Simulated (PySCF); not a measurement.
Compound: C3H4ClOSi (doublet state).
Cartesian coordinates in Å at the GFN2-xTB level; atoms count from 1:
```xyz
10
C3H4ClOSi angstrom
O     -2.4101   -1.5394    0.2211
C     -1.3145   -1.0212    0.1311
C     -1.0173    0.3741    0.0284
Cl    -2.3723    1.4471    0.0342
C      0.2542    0.9037   -0.0741
Si     1.8331    0.0335   -0.0994
H     -0.3868   -1.6389    0.1203
H      0.3057    1.9846   -0.1479
H      2.0888   -1.3919   -0.0169
H      3.0282    0.8532   -0.2191
```

The hyperfine couplings belong to this conformer and change with its torsions.

As a line formula: `O=C/C(Cl)=C\[SiH2]` [radical].

Method used: PySCF, UKS B3LYP, pcH-1 on C Cl H O Si, non-relativistic, mean-field spin-orbit, GIAO. The structure is a single GFN2-xTB conformer in the gas phase; no vibrational or solvent corrections. The geometry wasn't refined by DFT: couplings that depend on bond lengths, twists or pyramidal angles can differ widely from those at the functional's own minimum, by a factor of two or more for some ions and for spin on atoms past the first row. The SCF solution wasn't tested for stability. ⟨S²⟩ is 0.775 where a pure state has 0.75.

Principal values of hyperfine tensors in MHz (contact, dipolar and spin–orbit terms together), for some of the nuclei:

```
atom  isotope       A1      A2      A3
 Si6     29Si  -257.59  -40.61  -39.56
 H10       1H   -48.43  -35.66  -32.64
  C3      13C     7.17    7.79   99.49
  H9       1H   -46.02  -34.41  -31.68
  C5      13C   -57.65  -26.34  -22.52
  C2      13C   -19.56  -16.75  -13.38
  H8       1H     4.34    6.03   14.51
  H7       1H    -6.03   -1.59   -0.07
```

Problem. Give the isotropic coupling of each nucleus in MHz and in mT (g = 2.0052), and the anisotropic part.

Solution. a_iso is a third of the trace, T = A − a_iso, and a(mT) = a(MHz)/(g × 13.996). The tensors hold a spin–orbit part: the run splits a_iso into a_FC + a_SO, and T includes its anisotropic share.

```csv
atom,a_iso (MHz),a_FC,a_SO,a_iso (mT),T1,T2,T3
Si6,-112.59,-113.63,1.04,-4.012,-145.01,71.98,73.03
H10,-38.91,-38.92,0.01,-1.386,-9.52,3.25,6.27
C3,38.15,37.95,0.20,1.359,-30.98,-30.36,61.34
H9,-37.37,-37.38,0.01,-1.332,-8.65,2.96,5.69
C5,-35.51,-35.51,0.01,-1.265,-22.15,9.17,12.98
C2,-16.56,-16.56,0.00,-0.590,-2.99,-0.19,3.18
H8,8.30,8.29,0.01,0.296,-3.95,-2.26,6.21
H7,-2.56,-2.57,0.01,-0.091,-3.46,0.97,2.49
```

Problem. What spin density at the nucleus of H10 lies behind its contact coupling (g_N = 5.58569)?

Solution. a_FC = (2μ0/3) gₑ μB g_N μN ρ(0)/(2S·h) = 800.24 MHz × g_N × ρ(0)/(2S), with ρ in bohr⁻³. With a_FC = -38.92 MHz and 2S = 1, ρ(0) = -0.008707 bohr⁻³. In magnitude that is 2.7 % of the 1/π = 0.318 of a free hydrogen atom.

Problem. O1 (17O, g_N = -0.75752) isn't in the table. Its spin density at the nucleus is 0.01538 bohr⁻³. What is its contact coupling?

Solution. By the same relation, a_FC = -9.32 MHz. The spin–orbit term adds -0.17 MHz. Its full tensor has the principal values -52.82, 11.70, 12.64 MHz.

Problem. Which nucleus of the table has the largest anisotropic coupling, and what is its form?

Solution. Si6: -145.0, 72.0, 73.0 MHz (the dipolar term alone has -144.1, 71.5, 72.5), axial, in the ratio +1:+1:−2, the form that spin in one p orbital centred on that nucleus gives (the nuclear moment is negative).

Problem. What first-order splitting does Si6 cause when the field lies along A1, A2 or A3 of its tensor (g taken as isotropic, no quadrupole term)?

Solution. 2 lines (I = 1/2), spaced by |A_i|/(g × 13.996): 9.18, 1.45, 1.41 mT along the axes of A1, A2 and A3.
